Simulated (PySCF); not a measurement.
Ionisation energy of Mn⁺ by level of theory

Mn⁺ [Ar] 3d5 4s1 (7S) → Mn²⁺ [Ar] 3d5 (6S), as a difference of total energies. All numbers are calculated (PySCF 2.14, no relativity, point nucleus, in def2-TZVPPD). Correlated levels: valence and next inner shell: [Ne] frozen. The calculations carry no spin-orbit coupling.

```tsv
method	ionisation energy (eV)
UHF	14.690
MP2 (valence and next inner shell)	15.421
SCS-MP2 (valence and next inner shell)	15.159
CCSD (valence and next inner shell)	15.359
CCSD(T) (valence and next inner shell)	15.398
```

Problem. How much does correlation contribute at CCSD(T) (valence and next inner shell)?

Solution. 15.398 − (14.690) = 0.708 eV, measured against UHF.

These non-relativistic numbers lack the scalar-relativistic shift.

Errors of the correlated levels include the incompleteness of this basis and the frozen core.

For comparison: 15.640 eV (measured; NIST Atomic Spectra Database, ionization energies).
